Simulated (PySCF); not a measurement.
# Low-lying terms of S⁴⁺ (sulfur, charge +4)

Ground state [Ne] 3s2, ¹S. Calculation: PySCF 2.14, in aug-cc-pwCVTZ with one added diffuse shell each of s, p, d, f type (9s8p6d4f, 91 functions); the non-relativistic Hamiltonian (point nucleus). Vertical excitation energies in eV without spin-orbit coupling; excited terms of each kind are numbered among those the solver found. Frozen: nothing.

| term | leading excitation | EOM-EE-CCSD |
| --- | --- | --- |
| 1 3P° | 3s → p | 10.216 |
| 1 1P° | 3s → p | 15.673 |
| 1 3D | 3s → d | 28.982 |
| 1 1D | 3s → d | 33.780 |
| 1 3S | 3s → s | 38.479 |
| 1 1S | 3s → s | 39.553 |
| 2 3P° | 3s → p | 43.178 |
| 2 1P° | 3s → p | 43.231 |
| 2 3D | 3s → d | 48.969 |
| 2 1D | 3s → d | 49.183 |
| 1 3F° | 3s → f | 50.857 |
| 1 1F° | 3s → f | 51.965 |

Doubly excited terms such as np² are absent. The solver can miss terms.
